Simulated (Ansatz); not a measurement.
Computed with Ansatz on PBE0-D4/def2-TZVP structures; ΔE is electronic, products minus reactants. CBS: MP2 limit from def2 TZ/QZ plus the TZ coupled-cluster correction, frozen cores. Functionals use def2-TZVPP. B3LYP here is the variant with VWN-RPA as its local correlation; programs differ in this. For Ge outer-core shells are correlated without core-valence functions, which leaves a few kJ/mol of doubt a bond. Scalar relativity is left out up to krypton. Each species was taken in one conformer, which may not be the lowest.

Reaction (ligand exchange at the Si–N bond): `C[N]([GeH3])[SiH](O)F` + `C[SiH](N)O` → `C[Si@H](O)N[Si@@H](O)F` + `C[NH][GeH3]`

| level | ΔE (kJ/mol) | difference from CCSD(T)/CBS |
| --- | --- | --- |
| PBE-D4 | -5.0 | -1.8 |
| r2SCAN-D4 | -6.6 | -3.4 |
| PBE0-D4 | -5.3 | -2.1 |
| B3LYP-D4 | -4.9 | -1.7 |
| ωB97X-V | -5.1 | -1.9 |
| ωB97M-V | -4.7 | -1.5 |
| B2PLYP | -4.8 | -1.6 |
| PBE | -5.8 | -2.6 |
| r2SCAN | -6.7 | -3.5 |
| PBE0 | -6.0 | -2.8 |
| B3LYP | -6.4 | -3.2 |
| HF/def2-TZVPP | -8.4 | -5.2 |
| MP2/def2-TZVPP | -1.7 | 1.5 |
| SCS-MP2/def2-TZVPP | -2.7 | 0.5 |
| CCSD/def2-TZVPP | -3.7 | -0.5 |
| CCSD(T)/def2-TZVPP | -3.2 | 0.0 |
| HF/def2-QZVPP | -8.4 | -5.2 |
| MP2/def2-QZVPP | -1.7 | 1.5 |
| SCS-MP2/def2-QZVPP | -2.8 | 0.4 |
| HF/CBS(def2) | -8.4 | -5.2 |
| MP2/CBS(def2) | -1.7 | 1.5 |
| CCSD/CBS(def2) | -3.8 | -0.6 |
| CCSD(T)/CBS | -3.2 | 0 |

Largest T1 diagnostic among the species: 0.012.

In def2-TZVPP, CCSD(T) changes the Hartree–Fock value by +5.2 kJ/mol (the triples alone add +0.6 kJ/mol) and MP2 by +6.7 kJ/mol.
